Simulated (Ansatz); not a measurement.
Al₄Sb₅H₁₆⁺, a cluster cut from zinc blende AlSb (hydrogen-capped). The state is a triplet with charge 1. Geometry PBE-D4/def2-SVP, that of the charge +1 singlet.

```tsv
atom	x (Å)	y (Å)	z (Å)
Al1	0.4408	-1.0066	-2.5024
Al2	-2.2327	-1.9485	1.4866
Al3	2.7569	-0.4651	1.7686
Al4	-0.7893	2.5908	0.3625
Sb5	2.6136	-1.1153	-0.8984
Sb6	-1.4714	-2.3331	-1.1276
Sb7	-0.3456	1.5682	-2.1178
Sb8	-2.5354	0.7810	1.3523
Sb9	1.5501	1.9983	1.5814
H10	0.6433	-1.3986	-4.0305
H11	-0.8858	-2.1488	2.3150
H12	-3.6764	-2.5906	1.6753
H13	4.2876	-0.2355	2.1375
H14	1.6466	-1.3842	2.4498
H15	-1.2434	4.1151	0.3615
H16	3.2069	-2.7045	-1.1160
H17	3.8265	-0.3098	-1.7970
H18	-1.0687	-3.9800	-1.3518
H19	-2.8241	-2.3000	-2.1747
H20	-1.7260	1.8658	-3.0814
H21	0.7409	2.5973	-2.9443
H22	-4.0176	1.1985	0.6064
H23	-2.9064	1.3775	2.9115
H24	2.6363	3.1763	0.9815
H25	1.3731	2.6518	3.1519
```

In the def2 sets Sb takes a core potential; there is no spin–orbit coupling. At PBE-D4/def2-SVP the gap within one spin of the charge 1 triplet nearly closes, so an electron or hole may be smeared out by delocalisation error. At PBE0-D4/def2-SVP a singlet of charge 1 lies 4.64 eV below the triplet at the same geometry.

Task: Estimate the α-spin orbital energies around the gap (eV) in Ansatz with PBE-D4/def2-SVP, PBE0-D4/def2-SVP.

Result: 
```csv
orbital,PBE-D4/def2-SVP,PBE0-D4/def2-SVP
HOMO−5,-10.19,-11.28
HOMO−4,-10.18,-11.11
HOMO−3,-10.09,-11.05
HOMO−2,-10.06,-10.98
HOMO−1,-10.00,-10.82
HOMO,-5.73,-6.50
LUMO,-5.59,-5.06
LUMO+1,-5.27,-4.89
LUMO+2,-5.26,-4.47
LUMO+3,-4.99,-4.41
LUMO+4,-4.94,-4.38
LUMO+5,-4.83,-4.25
β HOMO,-9.83,-10.72
β LUMO,-9.82,-9.74
```
